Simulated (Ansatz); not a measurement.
Two isomers of C2H9NOSi: A = `C[SiH](N)CO`, B = `CN([SiH3])CO`.

Calculated with Ansatz (gas phase, PBE0-D4/def2-TZVP geometries, no zero-point term in ΔE). CBS: MP2 limit from def2 TZ/QZ plus the TZ coupled-cluster correction, frozen cores. DFT in def2-TZVPP. B3LYP here is the variant with VWN-RPA as its local correlation; programs differ in this. Each species was taken in one conformer, which may not be the lowest.

(1) Which is lower in electronic energy at CCSD(T)/CBS, and by how much? (An estimate is asked.)

(2) Give E(B) − E(A) in kJ/mol with HF/def2-TZVPP, r2SCAN-D4, BLYP-D4, CCSD(T)/def2-SVP, PBE0-D4, B3LYP, CCSD(T)/def2-TZVPP. (An estimate is asked.)

(3) Does the order hold for the free energy at 298.15 K (harmonic terms from PBE0-D4)? (Estimate.)

Largest T1 diagnostic: 0.011.

## Answers

(1) Computed: A, by 109.5 kJ/mol.

(2) Computed: HF/def2-TZVPP 90.7, r2SCAN-D4 112.9, BLYP-D4 103.5, CCSD(T)/def2-SVP 67.7, PBE0-D4 108.5, B3LYP 104.7, CCSD(T)/def2-TZVPP 102.8. None reverses the order clearly.

(3) Computed: Yes: G(B) − G(A) = +105.5 kJ/mol, for one conformer each.

In def2-TZVPP, CCSD(T) changes the Hartree–Fock value by +12.1 kJ/mol (the triples alone add +0.5 kJ/mol) and MP2 by +16.6 kJ/mol. At CCSD(T), def2-SVP lies −41.8 kJ/mol from the extrapolated value and def2-TZVPP −6.7 kJ/mol.
